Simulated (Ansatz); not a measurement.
Start from `[Cl][Al]([Cl])[Br]` and change one element to get `[Cl][In]([Cl])[Br]`.

Ansatz, PBE0-D4/def2-TZVP geometries, multiplicity 1. 

Elements past krypton have def2 core potentials. Scalar relativity is left out up to krypton.

| property | `[Cl][Al]([Cl])[Br]` |
| --- | --- |
| HOMO–LUMO gap (PBE/def2-TZVPP) / eV | 5.44 |
| LUMO energy (PBE0/def2-TZVPP) / eV | -1.36 |
| LUMO energy (PBE/def2-TZVPP) / eV | -2.20 |
| size of the dipole moment (PBE/def2-TZVPP) / D | 0.18 |
| zero-point energy (PBE0-D4/def2-TZVP) / kJ/mol | 11.7 |
| HOMO energy (B3LYP/def2-TZVPP) / eV | -8.67 |

Problem. What does the change do to each property? (An estimate is asked.)

Solution. Ansatz gave: 
```json
{"property": "HOMO–LUMO gap (PBE/def2-TZVPP) / eV", "`[Cl][In]([Cl])[Br]`": "3.90", "shift": "-1.54"}
{"property": "LUMO energy (PBE0/def2-TZVPP) / eV", "`[Cl][In]([Cl])[Br]`": "-2.92", "shift": "-1.56"}
{"property": "LUMO energy (PBE/def2-TZVPP) / eV", "`[Cl][In]([Cl])[Br]`": "-3.77", "shift": "-1.57"}
{"property": "size of the dipole moment (PBE/def2-TZVPP) / D", "`[Cl][In]([Cl])[Br]`": "0.45", "shift": "0.27"}
{"property": "zero-point energy (PBE0-D4/def2-TZVP) / kJ/mol", "`[Cl][In]([Cl])[Br]`": "7.7", "shift": "-4.0"}
{"property": "HOMO energy (B3LYP/def2-TZVPP) / eV", "`[Cl][In]([Cl])[Br]`": "-8.69", "shift": "-0.02"}
```

Dipoles are sizes alone; their direction can turn.

B3LYP here is the variant with VWN-RPA as its local correlation; programs differ in this.

Spin–orbit coupling is left out; it splits and shifts lone-pair levels of the heavy atoms by tenths of an eV.
